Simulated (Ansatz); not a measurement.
```yaml
crystal:
  periodic: [false, false, false]
  atoms:
    - {symbol: C, position_ang: [2.522767, -0.468837, 1.139463]}
    - {symbol: C, position_ang: [2.171688, -1.374900, 0.151376]}
    - {symbol: C, position_ang: [0.951178, -1.261930, -0.496447]}
    - {symbol: C, position_ang: [0.056145, -0.245209, -0.173914]}
    - {symbol: C, position_ang: [-1.237128, -0.155979, -0.886944]}
    - {symbol: C, position_ang: [-1.856377, 1.177068, -1.209418]}
    - {symbol: C, position_ang: [-2.484543, 0.301362, -0.180465]}
    - {symbol: C, position_ang: [0.421984, 0.659478, 0.822015]}
    - {symbol: C, position_ang: [1.640212, 0.549452, 1.471021]}
    - {symbol: H, position_ang: [3.475925, -0.553947, 1.648124]}
    - {symbol: H, position_ang: [2.850940, -2.175809, -0.118529]}
    - {symbol: H, position_ang: [0.683914, -1.975643, -1.269078]}
    - {symbol: H, position_ang: [-1.378438, -0.930622, -1.632489]}
    - {symbol: H, position_ang: [-1.322606, 2.058578, -0.875379]}
    - {symbol: H, position_ang: [-2.349693, 1.285621, -2.167194]}
    - {symbol: H, position_ang: [-3.413919, -0.198071, -0.423982]}
    - {symbol: H, position_ang: [-2.383104, 0.580671, 0.861286]}
    - {symbol: H, position_ang: [-0.251908, 1.463888, 1.098181]}
    - {symbol: H, position_ang: [1.902954, 1.264826, 2.242372]}
basis:
  gaussian: {orbitals: x2c-TZVPPall}
magnetization: {spin_polarized: true, initial_magnetization: 0}
hamiltonian: {xc: {name: HF}}
correlation: {method: mp2, frozen_orbitals: {C: 9}}
scf: {lower_state_search: full}
output: {forces: true}
```

```sh
$ ansatz run in.yaml --threads 2 --pin off --events-out ev --progress --plain --max-ram 32768MiB --backend cuda --devices 0, --max-vram 18GiB
```

It prints (some lines left out):

```
Functional definition: HF
Error: "frozen_orbitals" has no count for H
```

In this input frozen orbitals are typed for one element alone, and the program wants a count for each. The program refused the input.
